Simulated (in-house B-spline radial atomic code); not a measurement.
Whole-atom quantities along the 20-electron series, configuration [Ar] 3d2. Computed with a B-spline radial code for spherical atoms: non-relativistic Hartree-Fock, average of the configuration, point nuclei.

This level leaves out relativity, spin-orbit splitting included, which matters for heavy ions.

| ion | Z | E/Z² (Eh) | Σ<r²> (bohr²) | n(0)/Z³ (bohr⁻³) | Lamb diamagnetic shielding (ppm) | repulsion over attraction |
| --- | --- | --- | --- | --- | --- | --- |
| Ag27+ | 47 | -2.1371 | 1.4243 | 0.70257 | 3885.2 | 0.082214 |
| Cd28+ | 48 | -2.1451 | 1.3506 | 0.70327 | 3975.95 | 0.080656 |
| In29+ | 49 | ? | ? | ? | ? | ? |
| Sn30+ | 50 | -2.1602 | 1.2195 | 0.70459 | 4157.45 | 0.077707 |
| Sb31+ | 51 | ? | ? | ? | ? | ? |
| Te32+ | 52 | -2.1742 | 1.1067 | 0.70582 | 4338.95 | 0.074961 |
| I33+ | 53 | -2.1809 | 1.0561 | 0.7064 | 4429.7 | 0.073658 |
| Xe34+ | 54 | -2.1873 | 1.0089 | 0.70696 | 4520.44 | 0.072398 |
| Cs35+ | 55 | -2.1935 | 0.96488 | 0.70751 | 4611.18 | 0.07118 |
| Ba36+ | 56 | -2.1995 | 0.92366 | 0.70803 | 4701.92 | 0.070001 |
| La37+ | 57 | ? | ? | ? | ? | ? |
| Ce38+ | 58 | -2.211 | 0.84881 | 0.70904 | 4883.41 | 0.067756 |
| Pr39+ | 59 | -2.2164 | 0.81477 | 0.70952 | 4974.14 | 0.066685 |
| Nd40+ | 60 | -2.2217 | 0.78275 | 0.70998 | 5064.88 | 0.065648 |

Question: Fill in the row of In29+.

Answer: E/Z² (Eh): -2.1528; Σ<r²> (bohr²): 1.2825; n(0)/Z³ (bohr⁻³): 0.70394; Lamb diamagnetic shielding (ppm): 4066.7; repulsion over attraction: 0.079155.

Question: Fill in the row of Sb31+.

Answer: E/Z² (Eh): -2.1673; Σ<r²> (bohr²): 1.161; n(0)/Z³ (bohr⁻³): 0.70521; Lamb diamagnetic shielding (ppm): 4248.2; repulsion over attraction: 0.07631.

Question: Fill in the row of La37+.

Answer: E/Z² (Eh): -2.2054; Σ<r²> (bohr²): 0.88505; n(0)/Z³ (bohr⁻³): 0.70854; Lamb diamagnetic shielding (ppm): 4792.67; repulsion over attraction: 0.068861.

Question: With what power of Z does the column «Σ<r²> (bohr²)» change over this range?

Answer: A fit of the logarithm of its size against log Z from Z = 47 to 60 has slope -2.45. Unscreened non-relativistic hydrogenic orbitals would give -2.
